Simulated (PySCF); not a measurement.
silyl radical (H3Si), SMILES [SiH3], multiplicity 2.

Coordinates come from a B3LYP-D3(BJ)/def2-TZVPD optimisation.

Two levels are set side by side: PBE/def2-TZVPD (PySCF) and ωB97X/def2-TZVPD (PySCF). Same geometry, gas phase. Differences are taken from unrounded values.

```json
[
 {"quantity": "α-spin orbital gap (eV)", "ωB97X": "10.56", "PBE": "5.06", "PBE minus ωB97X": "-5.51"},
 {"quantity": "β-spin orbital gap (eV)", "ωB97X": "11.25", "PBE": "5.08", "PBE minus ωB97X": "-6.17"},
 {"quantity": "mean polarisability (bohr³)", "ωB97X": "34.0", "PBE": "35.8", "PBE minus ωB97X": "1.8"}
]
```

Loosely held outer electrons make PBE densities more polarisable. Differences between two approximate levels are no errors against the true value.

Rough cost on one machine, each run with all the roots and properties that it gave: ωB97X against PBE within a factor of 2.
